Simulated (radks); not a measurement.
Problem. These are the eigenvalues of the occupied orbitals of an atom or ion with whole-number occupations (eV). Calculated with a radial shooting solver on a logarithmic mesh with Libxc functionals: non-relativistic Kohn-Sham, PBE, spin-polarised, spherical densities, point nucleus.

orbital  eigenvalue
1s up     -77043.04
1s down   -77042.90
2s up     -12978.52
2s down   -12978.45
2p up     -12493.18
2p down   -12493.06
3s up     -3110.779
3s down   -3110.695
3p up     -2880.546
3p down   -2880.441
3d up     -2450.862
3d down   -2450.756
4s up     -714.3638
4s down   -714.1969
4p up     -613.8606
4p down   -613.6799
4d up     -428.5670
4d down   -428.3671
4f up     -178.4288
4f down   -178.1824
5s up     -149.6475
5s down   -148.6680
5p up     -116.2298
5p down   -115.2917
5d up      -62.0862
5d down    -61.3446

Which element is it, and in what charge state? The configuration may be excited. Open shells, if any, are filled with parallel spins first.

Solution. Z = 81, thallium, charge +4: Tl4+ in [Kr] 4d10 4f14 5s2 5p5 5d10. The list shows which subshells hold electrons but not how many an open one holds; the 1s level, -2831.3 hartree, gives Z - s = 75.2 by -(Z - s)^2/2, which with screening narrows Z to a few neighbours, and the depths of the outer levels then fix element, charge and occupations together.
